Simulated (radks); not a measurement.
The numbers below are computed, except where a source is named.
Nd50+, configuration [Ne]. Code: a radial shooting solver on a logarithmic mesh with Libxc functionals. Model: Dirac Kohn-Sham, BLYP, spin-unpolarised, spherical densities, finite nucleus; Fermi nuclear charge, rms radius 4.9123 fm.

Unscreened Slater integrals over Kohn-Sham orbitals (cm^-1). Large and small components are both included.

\begin{tabular}{lr}
integral & value \\ \hline
F0(2p3/2,2p3/2) & 2255800 \\
F2(2p3/2,2p3/2) & 1077200 \\
F0(2p3/2,2p1/2) & 2335500 \\
G2(2p3/2,2p1/2) & 1062400 \\
F0(2p3/2,2s1/2) & 2106900 \\
G1(2p3/2,2s1/2) & 1188300 \\
F0(2p3/2,1s1/2) & 3060100 \\
G1(2p3/2,1s1/2) & 549180 \\
F0(2p1/2,2p1/2) & 2427100 \\
F0(2p1/2,2s1/2) & 2169900 \\
G1(2p1/2,2s1/2) & 1161400 \\
F0(2p1/2,1s1/2) & 3333700 \\
G1(2p1/2,1s1/2) & 598030 \\
F0(2s1/2,2s1/2) & 2013500 \\
F0(2s1/2,1s1/2) & 2871400 \\
G0(2s1/2,1s1/2) & 317590 \\
F0(1s1/2,1s1/2) & 8793800 \\
\end{tabular}
